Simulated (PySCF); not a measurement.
Ionising SnI

BLYP; Sn def2-TZVPPD with ECP28, I def2-TZVPPD with ECP28; scalar-relativistic core potentials (PySCF 2.14). Neutral (UKS): doublet (π ↑), Re = 2.776 Å, ωe = 179 cm⁻¹, De = 3.07 eV, HOMO -3.86 eV, LUMO -3.85 eV.

SnI⁺ (UKS): singlet (closed shell), Re = 2.647 Å, ωe = 221 cm⁻¹, De = 3.57 eV to Sn⁺ + I. The energies at the minima are -511.94754 hartree for SnI and -511.70611 for SnI⁺.

Task: Work out the adiabatic ionisation energy, without and with harmonic zero-point energies (1 hartree = 27.2114 eV, 1 eV = 8065.5 cm⁻¹), and the change of the bond length.

Result: At BLYP: 0.24143 hartree = 6.570 eV between the minima; the zero-point term (221.0 − 179.0)/2 cm⁻¹ = +0.003 eV makes it 6.572 eV. Re changes by -12.9 pm against the neutral. The electron leaves a π orbital, and the shorter bond of the ion fits an antibonding orbital, or a change in how ionic the bond is.

SnI⁻ (UKS): triplet (π ↑↑), Re = 3.008 Å, ωe = 119 cm⁻¹, De = 1.31 eV to Sn + I⁻. The energies at the minima are -511.94754 hartree for SnI and -511.99940 for SnI⁻.

Task: Work out the adiabatic electron affinity, without and with harmonic zero-point energies (1 hartree = 27.2114 eV, 1 eV = 8065.5 cm⁻¹), and the change of the bond length.

Result: At BLYP: 0.05186 hartree = 1.411 eV between the minima; the zero-point term (179.0 − 119.0)/2 cm⁻¹ = +0.004 eV makes it 1.415 eV. Re changes by +23.2 pm against the neutral. The electron enters a π orbital, and the longer bond of the ion fits an antibonding orbital, or a change in how ionic the bond is.

These are scalar-relativistic numbers at best; spin–orbit coupling would shift them, the dissociation energy most. For an ion De counts to the pair picked by the measured ionisation energies or electron affinities, which need not be the lowest pair at this level. The highest Kohn–Sham level is positive in this anion. Much of that is self-interaction error, but it also means that the finite basis helps to hold the extra electron. States were picked by a PBE0 search and need not be the measured ground states.
